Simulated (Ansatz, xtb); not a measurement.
**Isomers of B2F2H4O2 in order of energy**

6 gas-phase structures of B2F2H4O2, from a drawn sample of its isomers (lower ones may exist). Each was relaxed with GFN2-xTB; where two conformers were screened, the lower at r2SCAN-D4/def2-SVP is listed:

A. `F[B@H-]1[OH+][B@@H-](F)[OH+]1`, a singlet
B. `[OH2+][BH2-][O+]=[B-](F)F`, a singlet
C. `F[B-]1(F)[OH+][BH2-][OH+]1`, a singlet
D. `F[B@H-]1[OH+][B@H-](F)[OH+]1`, a singlet
E. a singlet given by its coordinates
F. a singlet given by its coordinates

F (Å):

```xyz
10

B     0.5674   -0.2386    1.7364
B    -0.4884   -0.1956   -0.8286
F     0.6334    0.4284   -1.2610
F    -0.7290   -1.3428   -1.5123
O     1.3328   -0.9985    2.5271
O     0.0237   -0.8572    0.6520
H     1.7158   -0.6080    3.3101
H     0.3016    0.8887    1.9093
H     0.3014   -1.7654    0.4794
H    -1.4168    0.4914   -0.5900
```

Close contacts (Å): B1–O5 1.34, B1–O6 1.36, B2–F3 1.35, B2–F4 1.36, B2–O6 1.70, B1–H8 1.17, B2–H10 1.18, O5–H7 0.96, O6–H9 0.97.

E (Å):

```xyz
10

B     0.5852    0.7819    0.9975
B    -0.6458   -0.8092   -0.5466
F    -0.2570    1.4940    1.8024
F    -0.6230   -1.9324    0.2374
O     0.8838   -0.5929    2.0844
O    -0.0570    0.2602   -0.1218
H     0.3808   -0.3482    2.8722
H     0.4245   -1.3274    1.6408
H     1.6543    1.2479    0.8357
H    -1.1925   -0.9052   -1.5757
```

Close contacts (Å): B1–F3 1.37, B1–O5 1.78, B1–O6 1.39, B2–F4 1.37, B2–O6 1.29, B1–H9 1.18, B2–H10 1.17, O5–H7 0.97, O5–H8 0.97.

Problem. Estimate their order in r2SCAN-D4/def2-SVP energy at these geometries, lowest first.

Solution. Calculated order at r2SCAN-D4/def2-SVP: C (0.0), D (1.2), A (1.3), F (4.3), E (4.8), B (7.9) kcal/mol. Less than 1 kcal/mol parts D and A; F and E, so the order within those pairs means little.

Energies above the lowest of each column, in kcal/mol; the last columns are at PBE0-D4/def2-SVP geometries and were run for some of them only (a dash: not run or not comparable):

```csv
structure,GFN2-xTB,HF/STO-3G,r2SCAN-D4/def2-SVP,PBE0-D4/def2-SVP,CCSD(T)/def2-SVP + ΔMP2/def2-TZVPP
C,3.0,0.0,0.0,0.0,0.0
D,1.5,3.2,1.2,1.5,1.5
A,1.9,2.9,1.3,1.4,1.3
F,0.0,31.5,4.3,–,–
E,0.3,31.1,4.8,–,–
B,3.9,29.1,7.9,–,–
```

CCSD(T)/def2-SVP + ΔMP2/def2-TZVPP puts C lowest of those it was run on; GFN2-xTB picks F. CCSD(T)/def2-SVP + ΔMP2/def2-TZVPP orders those it was run on as C (0.0), A (1.3), D (1.5) kcal/mol. Less than 1 kcal/mol parts A and D, so the order within that pair means little. Some further structures that were screened fall inside this span and aren't listed. Flexible structures stand in one conformer each, not always the lowest. Frequencies (PBE0-D4/def2-SVP) were run for A, C, D alone. ΔMP2 is the change of the MP2 energy from the smaller to the larger basis.

Over these structures GFN2-xTB departs from r2SCAN-D4/def2-SVP by 2.8 kcal/mol on average once a common shift is removed. A GFN2-xTB relaxation took about 0.056 s and the r2SCAN-D4/def2-SVP energy about 2 s on a shared host (Ansatz 0.2.0, xtb 6.7.1).
